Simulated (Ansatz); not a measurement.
Consider the formal exchange of groups at the Se–Al bond: `C[Se][Al]([Cl])[Cl]` + `[InH3]` → `C[Se][InH2]` + `[Cl][AlH][Cl]`.

Gas-phase electronic energies from Ansatz, PBE0-D4/def2-TZVP geometries. CBS: MP2 limit from def2 TZ/QZ plus the TZ coupled-cluster correction, frozen cores. This one scheme is used for every species. Functionals use def2-TZVPP. def2 core potentials past Kr. For In, Se outer-core shells are correlated without core-valence functions, which leaves a few kJ/mol of doubt a bond. Scalar relativity is left out up to krypton. Each species was taken in one conformer, which may not be the lowest.

| level | ΔE (eV) |
| --- | --- |
| BLYP | -0.13 |
| CCSD/def2-SVP | -0.03 |

What does CCSD(T)/CBS give? (Estimate.)

Computed: -0.07 eV. The listed levels differ from it by -0.06, 0.04 eV.

Largest T1 diagnostic among the species: 0.014.

Leaving LDA and LC-ωPBE aside and taking each functional with its dispersion term where it has one, the values, not all of them listed here, spread over 0.08 eV, from B2PLYP to revPBE-D4. LDA lies +0.03 eV from PBE without D4. From BLYP to BHLYP (50 % exact exchange), in def2-TZVPP and without D4, ΔE moves by +0.06 eV.
